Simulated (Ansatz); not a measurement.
Reaction (ligand exchange at a Ge–O bond): `C[O][Ge]([CH3])([OH])[OH]` + H–F → `[CH3][Ge]([OH])([OH])[F]` + CH₃OH

Gas-phase electronic energies from Ansatz, PBE0-D4/def2-TZVP geometries. CCSD(T)/CBS adds triple-zeta CCSD(T) − MP2 to the extrapolated MP2 energy (def2 sets, frozen cores). This one scheme is used for every species. Functionals use def2-TZVPP. For Ge outer-core shells are correlated without core-valence functions, which leaves a few kJ/mol of doubt a bond. Scalar relativity is left out up to krypton. One conformer a species, not always the lowest.

(1) Is it downhill or uphill in electronic energy at CCSD(T)/CBS, and by how much? (An estimate is asked.)

(2) What do these levels give: ωB97X-V, ωB97M-V, PBE0, HF/def2-TZVPP, MP2/def2-TZVPP, CCSD(T)/def2-TZVPP? (Estimate.)

Largest T1 diagnostic among the species: 0.012.

Results:

(1) Computed: Downhill: ΔE = -30.2 kJ/mol.

(2) Ansatz gave: ωB97X-V -39.4, ωB97M-V -38.3, PBE0 -41.9, HF/def2-TZVPP -49.5, MP2/def2-TZVPP -27.3, CCSD(T)/def2-TZVPP -30.2 kJ/mol.

The D4 term adds +9.7 kJ/mol with B3LYP and +5.7 kJ/mol with PBE0; it sums over pairs of atoms, weighted by their polarisabilities, and B3LYP, whose exchange is more repulsive, gets the larger term. In def2-TZVPP, CCSD(T) changes the Hartree–Fock value by +19.3 kJ/mol (the triples alone add +2.7 kJ/mol) and MP2 by +22.2 kJ/mol.

B3LYP here is the variant with VWN-RPA as its local correlation; programs differ in this.
